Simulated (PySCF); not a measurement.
## Computed structure and properties of [BiCl4]−

System: [BiCl4]− (singlet); start: template (Td). Method: PySCF 2.14.0, RKS BP86, Bi def2-SVP with ECP60, Cl def2-SVP; non-relativistic Hamiltonian with scalar-relativistic core potentials where named; density fitting; no spin-orbit coupling.

Input of the relaxation:

```python
mol = gto.M(atom='''
Bi     0.00000    -0.00000    -0.00000
Cl     1.42820     1.42820     1.42820
Cl    -1.42820    -1.42820     1.42820
Cl     1.42820    -1.42820    -1.42820
Cl    -1.42820     1.42820    -1.42820''',
    basis={'Bi': 'def2-SVP', 'Cl': 'def2-SVP'},
    ecp={'Bi': 'def2-SVP'},
    charge=-1, spin=0)
mf = dft.RKS(mol, xc='B88,P86')
mf.grids.atom_grid = (50, 194)
mf = mf.density_fit()  # fitting sets: Bi def2-universal-JKFIT, Cl def2-universal-JKFIT
mf.conv_tol = 1e-08; mf.max_cycle = 55
mf.kernel(dm0)  # dm0: converged density of the start geometry
# quasi-Newton relaxation in Cartesian coordinates to a largest gradient under 0.00045 Eh/bohr, steps kept in the point group
```

Run from Python with OMP_NUM_THREADS=2; the lines above give its settings. Where DIIS fails, smearing, a level shift and second-order steps follow.
It took 10 s on 2 threads of Arm Neoverse V2, on a shared host, from the converged density of the start.

Course of the relaxation:

```csv
step,energy above end (eV),largest force component within the symmetry (eV/Å)
0,0.6193,1.247
1,0.0605,0.335
2,0.0055,0.094
3,0.0001,0.010
4,0.0000,0.000
```

Relaxed geometry (Td):

```xyz
5

Bi    0.0000    0.0000    0.0000
Cl    1.5209    1.5209    1.5209
Cl   -1.5209   -1.5209    1.5209
Cl    1.5209   -1.5209   -1.5209
Cl   -1.5209    1.5209   -1.5209
```

| contact | Å |
| --- | --- |
| Bi1–Cl2 (Cl) | 2.634 |
| Bi1–Cl3 (Cl) | 2.634 |
| Bi1–Cl4 (Cl) | 2.634 |
| Bi1–Cl5 (Cl) | 2.634 |

On the finer grid (75, 302):

```yaml
HOMO: -2.13 eV
LUMO: 1.68 eV
Dipole_about_the_centre_of_mass: 0.00 D
Set_of_Mulliken_populations_of_Bi1_outside_the_core_potential: s 4.00, p 7.97, d 10.21
D3_BJ_dispersion_energy_not_in_the_energies: -0.433 eV
```

| atom | Mulliken (e) | Löwdin (e) | spin (e) |
| --- | --- | --- | --- |
| Bi1 | 0.81 | 0.42 | 0.00 |
| Cl2 | -0.45 | -0.35 | 0.00 |
| Cl3 | -0.45 | -0.35 | 0.00 |
| Cl4 | -0.45 | -0.35 | 0.00 |
| Cl5 | -0.45 | -0.35 | 0.00 |

On the grid (50, 194), as all that follows. Harmonic modes: a minimum; lowest 64 cm⁻¹ (negative: unstable), highest 272 cm⁻¹, zero-point energy 0.085 eV.

Taking off one Cl (charge -1, singlet; the rest: singlet) in vacuum, both parts rigid, costs 3.63 eV; the small basis without counterpoise inflates it.

Rigid scan of Cl along the line from its metal:

```tsv
distance to Cl2 (Å)	energy (eV)
2.33	0.497
2.43	0.191
2.53	0.040
2.63	0.000
2.73	0.030
2.83	0.112
3.03	0.351
3.33	0.772
3.73	1.283
4.23	1.746
```

One start shape was tried, so this needn't be the lowest isomer.
